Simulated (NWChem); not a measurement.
Program: NWChem. System: HSn, charge 1, spin multiplicity 1, at the geometry of a parent with another charge or spin, in a state set for the comparison that need not be this species' ground state. Level: PBE/x2c-SVPall-2c, spin-orbit ZORA.

Output (cleaned and shortened):

```
             Northwest Computational Chemistry Package (NWChem) 7.3.0
             --------------------------------------------------------

                                NWChem Input Module
                                -------------------

 Scaling coordinates for geometry "geometry" by  1.889725989
 (inverse scale =  0.529177249)

                             Geometry "geometry" -> ""
                             -------------------------

 Output coordinates in angstroms (scale by  1.889725989 to convert to a.u.)

  No.       Tag          Charge          X              Y              Z
 ---- ---------------- ---------- -------------- -------------- --------------
    1 Sn                  50.0000     0.00000000     0.00000000     0.03545100
    2 H                    1.0000     0.00000000     0.00000000    -1.77254900

 Effective nuclear repulsion energy (a.u.)      14.6343265763

            Nuclear Dipole moment (a.u.)
            ----------------------------
        X                 Y               Z
 ---------------- ---------------- ----------------
     0.0000000000     0.0000000000     0.0000018897


 Summary of "ao basis" -> "" (spherical)
 ------------------------------------------------------------------------------
       Tag                 Description            Shells   Functions and Types
 ---------------- ------------------------------  ------  ---------------------
 *                       x2c-svpall-2c                on all atoms

  pbe96 is a nonlocal functional; adding pw91lda local functional.

                                 NWChem DFT Module
                                 -----------------

 Summary of "ao basis" -> "ao basis" (spherical)
 ------------------------------------------------------------------------------
       Tag                 Description            Shells   Functions and Types
 ---------------- ------------------------------  ------  ---------------------
 Sn                      x2c-svpall-2c              18       50   6s8p4d
 H                       x2c-svpall-2c               3        5   2s1p

 Summary of "ao basis" -> "ao basis" (spherical)
 ------------------------------------------------------------------------------
       Tag                 Description            Shells   Functions and Types
 ---------------- ------------------------------  ------  ---------------------
 Sn                      x2c-svpall-2c              18       50   6s8p4d
 H                       x2c-svpall-2c               3        5   2s1p

            General Information
            -------------------
          SCF calculation type: DFT
          Wavefunction type:  closed shell.
          No. of atoms     :     2
          No. of electrons :    50
           Alpha electrons :    25
            Beta electrons :    25
          Charge           :     1
          Spin multiplicity:     1
          Use of symmetry is: off; symmetry adaption is: off
          Maximum number of iterations: 100
          AO basis - number of functions:    55
                     number of shells:    21
          Convergence on energy requested:  1.00D-06
          Convergence on density requested:  1.00D-05
          Convergence on gradient requested:  5.00D-04

              XC Information
              --------------
          PerdewBurkeErnzerhof Exchange Functional  1.000
            Perdew 1991 LDA Correlation Functional  1.000 local
           PerdewBurkeErnz. Correlation Functional  1.000 non-local

             Grid Information
             ----------------
          Grid used for XC integration:  fine
          Radial quadrature: Mura-Knowles
          Angular quadrature: Lebedev.
          Tag              B.-S. Rad. Rad. Pts. Rad. Cut. Ang. Pts.
          ---              ---------- --------- --------- ---------
          Sn                  1.45      141           8.0       974
          H                   0.35       60           8.0       590
          Grid pruning is: on
          Number of quadrature shells:   201
          Spatial weights used:  Erf1

          Convergence Information
          -----------------------
          Convergence aids based upon iterative change in
          total energy or number of iterations.
[...]
 d= 0,ls=0.0,diis     8  -6245.1453569794 -4.42D-09  2.28D-07  1.52D-10     4.5
                                                     2.28D-07  1.52D-10
  zoraso: enough mem for repl

      Total SO-DFT energy =    -6245.145356979499
      One electron energy =    -8575.105831191006
           Coulomb energy =     2481.725368225153
    Exchange-Corr. energy =     -166.399220589966
 Nuclear repulsion energy =       14.634326576319

       Scaling correction =       85.345820192033

 Numeric. integr. density =       50.000002383107

     Total iterative time =      2.3s

                       DFT Final Molecular Orbital Analysis
                       ------------------------------------

 Vector   48  Occ=1.000000D+00  E=-6.741489D-01
              MO Center=  1.5D-08, -2.4D-09, -3.4D-01, r^2= 1.8D+00
  Bfn.         Coefficient        Function           Bfn.         Coefficient        Function
  ----     -------------------  ------------         ----     -------------------  ------------
     5    -0.975734  -0.000000  1 Sn s                  4     0.650261   0.000000  1 Sn s
    51    -0.183648  -0.000000  2 H  s                  3    -0.182162  -0.000000  1 Sn s
     6    -0.098542  -0.000000  1 Sn s                  2     0.090456   0.000000  1 Sn s
    21     0.081170   0.000000  1 Sn pz                15    -0.061132  -0.000000  1 Sn pz
    52    -0.049445   0.000000  2 H  s                 24     0.026126   0.000000  1 Sn pz

 Vector   49  Occ=1.000000D+00  E=-4.726584D-01
              MO Center= -4.6D-09, -3.8D-09, -4.7D-01, r^2= 2.7D+00
  Bfn.         Coefficient        Function           Bfn.         Coefficient        Function
  ----     -------------------  ------------         ----     -------------------  ------------
     5     0.412100  -0.000000  1 Sn s                 21     0.393933   0.000000  1 Sn pz
    51    -0.379459  -0.000000  2 H  s                 15    -0.292314  -0.000000  1 Sn pz
    24     0.268643   0.000000  1 Sn pz                 4    -0.252247   0.000000  1 Sn s
    52    -0.216105   0.000000  2 H  s                 12     0.115678   0.000000  1 Sn pz
     6     0.109224   0.000000  1 Sn s                 38     0.095718   0.000000  1 Sn d  0

 Vector   50  Occ=1.000000D+00  E=-4.726584D-01
              MO Center=  5.9D-11,  5.7D-12, -2.0D-05, r^2= 7.4D-03
  Bfn.         Coefficient        Function           Bfn.         Coefficient        Function
  ----     -------------------  ------------         ----     -------------------  ------------
    60     0.396147   0.113552  1 Sn s                 76     0.378683   0.108546  1 Sn pz
   106    -0.364770  -0.104558  2 H  s                 70    -0.280998  -0.080546  1 Sn pz
    79     0.258243   0.074023  1 Sn pz                59    -0.242482  -0.069506  1 Sn s
   107    -0.207739  -0.059547  2 H  s                 67     0.111200   0.031875  1 Sn pz
    61     0.104996   0.030096  1 Sn s                 93     0.092013   0.026375  1 Sn d  0

 Vector   51  Occ=0.000000D+00  E=-3.878031D-01
              MO Center= -1.4D-09, -1.2D-09, -1.2D-02, r^2= 3.6D-02
  Bfn.         Coefficient        Function           Bfn.         Coefficient        Function
  ----     -------------------  ------------         ----     -------------------  ------------
    74     0.432048   0.000000  1 Sn px                75     0.000000   0.432048  1 Sn py
    77     0.377169   0.000000  1 Sn px                78     0.000000   0.377169  1 Sn py
    68    -0.289697  -0.000000  1 Sn px                69    -0.000000  -0.289697  1 Sn py
    65     0.093391   0.000000  1 Sn px                66     0.000000   0.093391  1 Sn py
    12    -0.065701  -0.000000  1 Sn pz                51     0.049084  -0.000000  2 H  s

 Vector   52  Occ=0.000000D+00  E=-3.878031D-01
              MO Center=  1.3D-08,  7.0D-10,  5.5D-03, r^2= 1.3D+00
  Bfn.         Coefficient        Function           Bfn.         Coefficient        Function
  ----     -------------------  ------------         ----     -------------------  ------------
    19    -0.431348  -0.024588  1 Sn px                20    -0.024588   0.431348  1 Sn py
    22    -0.376558  -0.021465  1 Sn px                23    -0.021465   0.376558  1 Sn py
    13     0.289227   0.016487  1 Sn px                14     0.016487  -0.289227  1 Sn py
    10    -0.093239  -0.005315  1 Sn px                11    -0.005315   0.093239  1 Sn py
    67    -0.065595  -0.003739  1 Sn pz               106     0.049004   0.002793  2 H  s

 Vector   53  Occ=0.000000D+00  E=-3.742948D-01
              MO Center= -1.4D-05, -6.1D-06,  1.1D-04, r^2= 3.3D-02
  Bfn.         Coefficient        Function           Bfn.         Coefficient        Function
  ----     -------------------  ------------         ----     -------------------  ------------
    78    -0.403686   0.007315  1 Sn py                77    -0.007314  -0.403686  1 Sn px
    75    -0.396905   0.007192  1 Sn py                74    -0.007191  -0.396905  1 Sn px
    69     0.293003  -0.005309  1 Sn py                68     0.005309   0.293003  1 Sn px
    66    -0.150639   0.002730  1 Sn py                65    -0.002729  -0.150639  1 Sn px
    23     0.057464   0.026116  1 Sn py                22     0.026116  -0.057464  1 Sn px

   alpha - beta orbital overlaps
   -----------------------------

   alpha      1      2      3      4      5      6      7      8      9     10
    beta      1      2      3      4      5      5      7      8      9     10
 overlap   1.166  1.509  1.775  1.834  1.122  0.140  1.256  1.256  1.258  1.666

   alpha     11     12     13     14     15     16     17     18     19     20
    beta     11     12     13     14     15      7      8      9     13     14
 overlap   1.666  1.665  1.214  1.214  1.300  0.008  0.008  0.008  0.079  0.079

   alpha     21     22     23     24     25     26     27     28     29     30
    beta     21     13     14     51      7      8      9      7      8      9
 overlap   0.166  0.020  0.020  0.106  0.019  0.019  0.018  0.071  0.071  0.069

   alpha     31     32     33     34     35     36     37     38     39     40
    beta     31     32     33     34     35     36     37     38     39     40
 overlap   1.126  1.127  1.127  1.127  1.126  1.092  1.091  1.096  1.091  1.092

   alpha     41     42     43     44     45     46     47     48     49     50
    beta     36     37     38     39     40     36     37     38     39     40
 overlap   0.036  0.036  0.028  0.036  0.036  0.022  0.022  0.022  0.022  0.022

   alpha     51     52     53     54     55
    beta     51     51     39     37     15
 overlap   0.177  0.090  0.003  0.003  0.008

     --------------------------
     Expectation value of S2:
     --------------------------
      <S2> =      0.0225 (Exact =     0.0000)

     Multipole analysis of the density
     ---------------------------------

     L   x y z        total         alpha         beta         nuclear
     -   - - -        -----         -----         ----         -------
     0   0 0 0      1.000000    -25.000000    -25.000000     51.000000

     1   1 0 0     -0.000000     -0.000000     -0.000000      0.000000
     1   0 1 0      0.000000      0.000000      0.000000      0.000000
     1   0 0 1      0.024481      0.012239      0.012239      0.000002

     2   2 0 0    -14.514714     -7.257357     -7.257357      0.000000
     2   1 1 0     -0.000000     -0.000000     -0.000000      0.000000
     2   1 0 1      0.000000      0.000000      0.000000      0.000000
     2   0 2 0    -14.514714     -7.257357     -7.257357      0.000000
     2   0 1 1      0.000000      0.000000      0.000000      0.000000
     2   0 0 2    -18.097035    -14.770735    -14.770735     11.444435

 Task  times  cpu:        4.6s     wall:        4.6s

 Total times  cpu:        4.6s     wall:        4.6s
```

**Question.** Write an NWChem input that would produce this output.

**Answer.** One answer among several that fit: 
```
start mol
memory heap 200 mb stack 900 mb global 1100 mb
charge 1
geometry units angstroms nocenter noautoz noautosym
  Sn     0.000000     0.000000     0.035451
  H      0.000000     0.000000    -1.772549
end
basis spherical
  * library x2c-svpall-2c
end
relativistic
  zora on
end
dft
  xc xpbe96 cpbe96
  semidirect memsize 60000000 filesize 0
  iterations 100
  grid fine
end
task sodft energy
```
